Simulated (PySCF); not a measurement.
B(Cl)(H)(SMe) (CH₄BClS), SMILES S(C)BCl.

Geometry: B3LYP-D3(BJ)/def2-SVP. The values are those of a single conformer.

Calculation: TDDFT-M06-2X/def2-SVPD in PySCF.

Vertical excitations. The molecule is in vacuum. State labels are in the subgroup Cs.

Computed lowest excited states:
```
state  symmetry  energy (eV)  λ (nm)      f                                            main pairs
-----  --------  -----------  ------  -----  ----------------------------------------------------
S1           A"         5.65     219  0.000                                      HOMO−1→LUMO 97 %
S2           A'         5.70     218  0.183                                        HOMO→LUMO 96 %
S3           A"         6.45     192  0.000  HOMO→LUMO+2 61 %, HOMO→LUMO+9 13 %, HOMO→LUMO+1 10 %
S4           A"         6.99     177  0.000                                      HOMO−2→LUMO 97 %
S5           A"         7.11     174  0.022                                      HOMO→LUMO+1 82 %
S6           A'         7.76     160  0.062                  HOMO−1→LUMO+2 50 %, HOMO−3→LUMO 31 %
S7           A"         7.81     159  0.004                                      HOMO→LUMO+3 85 %
S8           A"         7.90     157  0.000                                      HOMO−4→LUMO 89 %
S9           A'         7.93     156  0.009                  HOMO−3→LUMO 58 %, HOMO−1→LUMO+2 30 %
S10          A'         8.14     152  0.024                  HOMO−1→LUMO+1 56 %, HOMO→LUMO+4 32 %
T1           A'         4.43     280      0                                        HOMO→LUMO 97 %
T2           A"         5.39     230      0                                      HOMO−1→LUMO 96 %
T3           A"         6.10     203      0  HOMO→LUMO+2 55 %, HOMO→LUMO+9 18 %, HOMO→LUMO+5 10 %
T4           A"         6.77     183      0                                      HOMO−2→LUMO 95 %
```
Triplets are in the Tamm–Dancoff approximation, which puts them higher than full response would, so one can lie above its singlet here.
